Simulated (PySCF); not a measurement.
SbF2Cl, SMILES [F][Sb]([F])[Cl].

Geometry optimised at B3LYP-D3(BJ)/def2-SVP. The def2 effective core potentials stand for the cores of Sb; spin–orbit coupling is left out.

All values below come from IEF-PCM-B3LYP/def2-SVP in PySCF.

The values are the electrostatic part of the solvation free energy, E(continuum) − E(gas) at the gas-phase geometry, in a cavity of scaled van der Waals radii (PySCF's table); cavitation and dispersion terms are not included. A continuum can't describe solvent molecules that bind to the metal. In vacuum the orbital gap is 6.75 eV. The dipole moment in vacuum is 3.61 D.

```csv
solvent,ε,ΔG(elec) (kcal/mol),dipole (D),gap (eV)
water,78.36,-7.5,4.57,6.99
ethylethanoate,5.99,-5.7,4.33,6.93
acetonitrile,35.69,-7.3,4.54,6.98
```
